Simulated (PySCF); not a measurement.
# Working out the ionisation energy of K

K [Ar] 4s1 (2S) → K⁺ [Ar] (1S). Calculation: PySCF 2.14, in dyall-acv3z (25s18p7d3f, 135 functions); no relativity, point nucleus. Frozen: [Ne]; the 31 highest virtual orbitals dropped. Energies in hartree (1 hartree = 27.21139 eV):

| part | K (lower) | K⁺ (upper) |
| --- | --- | --- |
| UHF | -599.164804 | -599.017514 |
| MP2 opposite-spin | -0.173826 | -0.168317 |
| MP2 same-spin | -0.060856 | -0.056076 |

Q: What does Hartree-Fock give?

A: (-599.017514) − (-599.164804) = 0.147290 hartree = 4.008 eV.

Q: What do MP2 and SCS-MP2 (6/5 opposite-spin, 1/3 same-spin) give?

A: The opposite-spin parts differ by 0.150 eV and the same-spin parts by 0.130 eV. MP2: 4.008 + (0.150) + (0.130) = 4.288 eV. SCS-MP2: 4.008 + 1.2 × (0.150) + (0.130)/3 = 4.231 eV.

Measured between the centres of the two terms (NIST): 4.341 eV, so MP2 (valence and next inner shell) is off by -0.053 eV.

The calculation is non-relativistic.

What remains against the reference includes basis incompleteness, the frozen core and correlation beyond second order.
